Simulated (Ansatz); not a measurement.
F6Mo, singlet, at a GFN2-xTB geometry (such geometries of metal compounds can be far from the true shape) (core potentials on Mo); PBE0/def2-SVP run with Ansatz (a program for electronic structure).

Here is a job for Ansatz.
Ansatz 0.2 input:
```yaml
crystal:
  periodic: [false, false, false]
  atoms:
    - {symbol: Mo, position_ang: [0.00000000, -0.00000000, -0.00000000]}
    - {symbol: F, position_ang: [1.03830425, -0.43827508, -1.32126199]}
    - {symbol: F, position_ang: [-1.03830425, 0.43827508, 1.32126199]}
    - {symbol: F, position_ang: [-1.10388951, 0.74497657, -1.11459941]}
    - {symbol: F, position_ang: [-0.84808386, -1.50625989, -0.16681998]}
    - {symbol: F, position_ang: [0.84808386, 1.50625989, 0.16681998]}
    - {symbol: F, position_ang: [1.10388951, -0.74497657, 1.11459941]}
basis:
  gaussian:
    orbitals: def2-SVP
hamiltonian:
  xc: pbe0
```

Output, abridged:

```
Functional definition: PBE0
1083 factors; integrals over basis functions are off by at most 1.1e-3 eV
mean field evaluation 1: about -18121.5753 eV, gradient 8.2e1 eV
mean field evaluation 2: about -18056.9248 eV, gradient 2.2e2 eV
mean field evaluation 4: about -18132.6064 eV, gradient 4.1e0 eV
mean field evaluation 8: about -18132.8726 eV, gradient 6.7e-2 eV
mean field evaluation 16: about -18132.8726 eV, gradient 6.9e-5 eV
mean field -18132.87264288 eV, -666.3707787234 hartree, gradient 2.4e-5 eV, S^2 0.000000; 0 other end points of the search recorded, 0 dependent functions left out
reference -18132.87270191 eV, -666.3707808925 hartree; 34, 34 occupied and 81, 81 virtual orbitals, 1083 factors
Total energy: -18132.87270191 eV, -666.3707808925 hartree
```
